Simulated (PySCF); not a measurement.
C₆ coefficients of unlike pairs at PBE

Calculated with PySCF 2.14 from the dipole response of each species, C₆(A,B) = (3/π) ∫ α_A(iu) α_B(iu) du, in atomic units, from isotropic polarisabilities. For ions this is the dispersion term alone; charge-induced terms of lower order in 1/R come first.

```csv
species,configuration,basis,relativity,α (bohr³),C₆ (like pair)
Pd(2+),[Kr] 4d8 (3F),def2-QZVPPD with the def2 core potential (28 electrons) (7s5p4d4f2g),core potential,6.905,36.19
Pd,[Kr] 4d10 (1S),aug-cc-pwCVTZ-PP with ECP28MDF (8s8p7d4f3g),core potential,27.01,176.3
Sb(3+),[Kr] 4d10 5s2 (1S),"x2c-QZVPPall with one added diffuse shell each of s, p, d, f type (14s10p8d5f1g)",spin-free X2C,10.31,49.39
Cr,[Ar] 3d5 4s1 (7S),aug-cc-pwCVTZ-DK (10s9p7d4f3g),spin-free X2C,68.87,555.4
```

Task: Estimate C₆ for Sb(3+) with Pd.

Result: The integral gives 91.63. The combination rule 2 C_A C_B / (C_A α_B/α_A + C_B α_A/α_B) gives 88.56 and the geometric mean 93.32.

No spin-orbit coupling is included.

The other pairs:

```csv
pair,C₆
"Cr, Pd(2+)",107.1
"Cr, Sb(3+)",140.8
"Pd, Pd(2+)",75.16
"Sb(3+), Pd(2+)",41.48
"Cr, Pd",291.1
```
